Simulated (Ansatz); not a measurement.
Steps of a relaxation of `C[S][Cd][NH2]` with RKS PBE0-D4/def2-TZVP.

```sh
$ ansatz run in.yaml --threads 4 --pin off --events-out ev --progress --plain --max-ram 10444MiB
```

```yaml
crystal:
  periodic: [false, false, false]
  atoms:
    - {symbol: C, position_ang: [-0.402480, 1.546270, 0.210700]}
    - {symbol: S, position_ang: [1.292650, 1.635110, -0.471370]}
    - {symbol: Cd, position_ang: [1.553540, -0.763530, -0.561290]}
    - {symbol: N, position_ang: [-0.089880, -2.001660, -0.287960]}
    - {symbol: H, position_ang: [-0.966760, 0.758160, -0.292270]}
    - {symbol: H, position_ang: [-0.352240, 1.370350, 1.284920]}
    - {symbol: H, position_ang: [-0.862670, 2.511330, 0.021020]}
    - {symbol: H, position_ang: [-0.235320, -2.104930, 0.719450]}
    - {symbol: H, position_ang: [0.063170, -2.951100, -0.623200]}
basis:
  gaussian: {orbitals: def2-TZVP}
hamiltonian: {xc: pbe0, dispersion: d4}
relax: {f_tol: 0.005, max_steps: 150}
```

Positions (Å) and forces (eV/Å) along the path, 15 of 19 steps:

```xyz
9
step=1 energy=-18003.4249 eV
C    -0.402    1.546    0.211    0.369   -0.326   -0.111
S     1.293    1.635   -0.471    0.525   -0.123   -0.143
Cd    1.554   -0.764   -0.561   -0.876    0.705    0.219
N    -0.090   -2.002   -0.288    0.471   -0.526    0.101
H    -0.967    0.758   -0.292   -0.113    0.123    0.177
H    -0.352    1.370    1.285   -0.180   -0.016   -0.022
H    -0.863    2.511    0.021   -0.096    0.112   -0.028
H    -0.235   -2.105    0.719    0.038   -0.005   -0.202
H     0.063   -2.951   -0.623   -0.138    0.056    0.011
9
step=2 energy=-18003.6172 eV
C    -0.361    1.556    0.198    0.073    0.262   -0.004
S     1.340    1.716   -0.475    0.198   -0.356   -0.019
Cd    1.396   -0.655   -0.526   -0.627    0.073    0.069
N    -0.094   -2.076   -0.281    0.449   -0.073    0.063
H    -0.934    0.770   -0.297   -0.048    0.063    0.011
H    -0.343    1.375    1.272   -0.013   -0.002   -0.006
H    -0.851    2.512    0.015   -0.086    0.014    0.006
H    -0.234   -2.184    0.723   -0.010   -0.067   -0.095
H     0.081   -3.014   -0.629    0.064    0.086   -0.024
9
step=4 energy=-18003.8973 eV
C    -0.370    1.766    0.199   -0.065    0.229   -0.114
S     1.348    1.647   -0.482   -0.322   -0.175    0.098
Cd    1.080   -0.674   -0.476   -0.244   -0.277    0.029
N    -0.035   -2.373   -0.278    0.325   -0.187   -0.082
H    -1.075    1.080   -0.289    0.166    0.195    0.030
H    -0.381    1.567    1.272    0.038    0.058   -0.023
H    -0.733    2.786    0.030    0.122   -0.160    0.022
H    -0.166   -2.564    0.713    0.034   -0.083   -0.105
H     0.331   -3.235   -0.689   -0.055    0.401    0.145
9
step=5 energy=-18003.9902 eV
C    -0.389    1.862    0.204    0.057    0.114   -0.238
S     1.315    1.577   -0.479   -0.426   -0.010    0.146
Cd    0.967   -0.726   -0.442   -0.112   -0.099    0.034
N    -0.008   -2.490   -0.271    0.199   -0.296    0.025
H    -1.142    1.231   -0.287    0.172    0.203    0.077
H    -0.412    1.672    1.277    0.017    0.061   -0.024
H    -0.661    2.910    0.021    0.141   -0.221    0.036
H    -0.096   -2.746    0.711    0.039   -0.024   -0.169
H     0.426   -3.289   -0.735   -0.088    0.273    0.114
9
step=6 energy=-18004.0571 eV
C    -0.406    1.952    0.205    0.182    0.096   -0.270
S     1.268    1.517   -0.472   -0.470    0.054    0.171
Cd    0.861   -0.773   -0.397   -0.064   -0.133    0.019
N     0.022   -2.608   -0.262    0.130   -0.166    0.083
H    -1.205    1.386   -0.288    0.145    0.153    0.067
H    -0.445    1.773    1.279    0.002    0.049   -0.017
H    -0.577    3.018    0.011    0.096   -0.242    0.049
H    -0.014   -2.923    0.705    0.033    0.017   -0.166
H     0.497   -3.342   -0.782   -0.054    0.170    0.063
9
step=7 energy=-18004.1106 eV
C    -0.422    2.049    0.202   -0.004   -0.059   -0.054
S     1.185    1.438   -0.450   -0.171    0.149    0.064
Cd    0.781   -0.852   -0.356   -0.139   -0.033    0.037
N     0.056   -2.733   -0.253    0.091   -0.042   -0.001
H    -1.273    1.574   -0.291    0.096    0.057    0.034
H    -0.493    1.892    1.279    0.011    0.010   -0.053
H    -0.480    3.124    0.006    0.120   -0.111   -0.018
H     0.093   -3.091    0.695    0.022   -0.031   -0.024
H     0.554   -3.403   -0.831   -0.025    0.059    0.015
9
step=9 energy=-18004.1420 eV
C    -0.445    2.154    0.182   -0.125   -0.078    0.061
S     1.086    1.348   -0.385    0.118    0.117   -0.044
Cd    0.651   -0.933   -0.266   -0.142   -0.016    0.077
N     0.093   -2.870   -0.161    0.029    0.106   -0.119
H    -1.315    1.833   -0.390    0.020    0.012   -0.011
H    -0.624    1.974    1.242    0.014    0.007   -0.027
H    -0.318    3.228    0.033    0.062   -0.062   -0.020
H     0.417   -3.323    0.683    0.051   -0.048    0.066
H     0.457   -3.410   -0.938   -0.027   -0.037    0.016
9
step=11 energy=-18004.1494 eV
C    -0.448    2.139    0.175    0.044    0.054   -0.016
S     1.111    1.360   -0.361   -0.046   -0.036    0.019
Cd    0.634   -0.916   -0.232    0.016    0.002   -0.016
N     0.099   -2.855   -0.132    0.014   -0.030    0.031
H    -1.299    1.828   -0.430    0.011   -0.020   -0.004
H    -0.655    1.952    1.228   -0.001   -0.024   -0.006
H    -0.308    3.211    0.039   -0.020    0.009    0.009
H     0.502   -3.332    0.666   -0.008    0.013   -0.034
H     0.363   -3.388   -0.953   -0.010    0.032    0.017
9
step=13 energy=-18004.1505 eV rejected
C    -0.450    2.137    0.159   -0.003    0.004    0.012
S     1.126    1.360   -0.327   -0.007    0.007   -0.002
Cd    0.643   -0.913   -0.201    0.015    0.009   -0.002
N     0.105   -2.848   -0.066    0.144   -0.251   -0.058
H    -1.266    1.854   -0.505    0.008    0.017    0.007
H    -0.715    1.901    1.190    0.000    0.018   -0.022
H    -0.299    3.216    0.079   -0.006   -0.042    0.006
H     0.653   -3.363    0.623   -0.140    0.121   -0.209
H     0.203   -3.345   -0.952   -0.012    0.117    0.267
9
step=14 energy=-18004.1524 eV
C    -0.450    2.139    0.162    0.000   -0.003    0.003
S     1.119    1.359   -0.339    0.000    0.002   -0.001
Cd    0.643   -0.915   -0.211    0.000   -0.006    0.001
N     0.105   -2.851   -0.079    0.004    0.005   -0.001
H    -1.274    1.857   -0.492    0.001    0.004   -0.003
H    -0.705    1.907    1.196   -0.002    0.000   -0.001
H    -0.298    3.215    0.078    0.000   -0.002    0.001
H     0.621   -3.356    0.632    0.001    0.000   -0.004
H     0.238   -3.356   -0.948   -0.004   -0.001    0.005
9
step=15 energy=-18004.1525 eV
C    -0.451    2.138    0.161   -0.003    0.020   -0.021
S     1.119    1.360   -0.338   -0.001   -0.012    0.008
Cd    0.646   -0.915   -0.210   -0.002    0.002   -0.004
N     0.110   -2.851   -0.069   -0.001    0.002    0.012
H    -1.268    1.874   -0.509   -0.003   -0.013    0.013
H    -0.720    1.896    1.189    0.001   -0.015   -0.007
H    -0.293    3.215    0.093    0.007    0.012    0.006
H     0.646   -3.360    0.623    0.004    0.001    0.012
H     0.211   -3.356   -0.941   -0.002    0.004   -0.019
9
step=16 energy=-18004.1526 eV
C    -0.451    2.137    0.158   -0.002    0.024   -0.006
S     1.121    1.361   -0.338    0.001   -0.009    0.000
Cd    0.646   -0.914   -0.209    0.002    0.002   -0.001
N     0.111   -2.849   -0.061    0.014   -0.028   -0.002
H    -1.265    1.880   -0.518    0.002   -0.005    0.007
H    -0.727    1.883    1.181   -0.001   -0.003   -0.005
H    -0.290    3.215    0.104   -0.002   -0.009    0.005
H     0.662   -3.361    0.620   -0.013    0.013   -0.017
H     0.194   -3.352   -0.937   -0.002    0.015    0.020
9
step=17 energy=-18004.1527 eV
C    -0.451    2.138    0.157   -0.004    0.007    0.002
S     1.120    1.360   -0.338    0.001   -0.002   -0.002
Cd    0.646   -0.914   -0.208    0.000    0.001    0.000
N     0.111   -2.850   -0.058    0.004   -0.004    0.000
H    -1.265    1.882   -0.521    0.003    0.000    0.002
H    -0.729    1.880    1.179    0.000    0.002   -0.004
H    -0.289    3.215    0.107   -0.001   -0.006    0.002
H     0.666   -3.361    0.618   -0.003    0.002   -0.004
H     0.190   -3.350   -0.936    0.000    0.001    0.004
9
step=18 energy=-18004.1527 eV
C    -0.452    2.138    0.157    0.005   -0.006   -0.003
S     1.120    1.360   -0.340   -0.001    0.004    0.003
Cd    0.646   -0.914   -0.208   -0.001   -0.003   -0.001
N     0.112   -2.850   -0.057   -0.001    0.001   -0.001
H    -1.264    1.885   -0.523   -0.003    0.001   -0.001
H    -0.730    1.877    1.177    0.000   -0.001    0.002
H    -0.288    3.215    0.111    0.000    0.005   -0.001
H     0.668   -3.361    0.618    0.002   -0.001    0.002
H     0.188   -3.350   -0.935    0.000    0.000    0.000
9
step=19 energy=-18004.1527 eV
C    -0.452    2.138    0.157    0.000    0.001    0.001
S     1.120    1.360   -0.339    0.000   -0.002    0.000
Cd    0.646   -0.914   -0.208    0.001    0.002    0.000
N     0.112   -2.850   -0.057    0.000    0.000    0.000
H    -1.264    1.886   -0.523    0.000    0.000    0.000
H    -0.731    1.877    1.177    0.000    0.000    0.000
H    -0.288    3.215    0.111    0.000    0.000    0.000
H     0.669   -3.361    0.617    0.000    0.000    0.000
H     0.187   -3.350   -0.935    0.000    0.000    0.000
```

Hardware: 4 threads of an Arm Neoverse V1 on a shared host. Wall time 53 s, peak host memory 0.41 GiB.
